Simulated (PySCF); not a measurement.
# From a computed spectrum to the compound

A species of 4 atoms with charge 0 has these harmonic modes (PBE0, small Gaussian bases with core potentials, PySCF 2.14.0):

```
cm⁻¹  km/mol  symmetry
 155    37.1        a'
 430   149.0        a'
 506   151.6       a''
 601    90.7        a'
 825   149.4        a'
3969   106.5        a'
```

Task: Which species is it, and in which structure?

Result: TmO(OH) (singlet in the valence; each metal's 4f electrons, 12 of them, lie in its core potential, out of spins and levels):
```xyz
4

Tm    0.0612   -0.0110   -0.1687
O     1.3232    0.0587    1.1334
O    -1.8250    0.0503    0.5607
H    -2.2870    0.1061    1.3996
```
Ideal gas at 298.15 K and 1 bar: S = 305.5 J/(mol K), Cp = 59.1 J/(mol K), H − H(0 K) = 13.5 kJ/mol (rigid rotor, harmonic modes, spin degeneracy alone, that of the 4f electrons in the core included). An lcecp potential fixes the number of 4f electrons, so in runs with it no electron can move into or out of that shell.
 The answer isn't unique; the calculation gave this one.
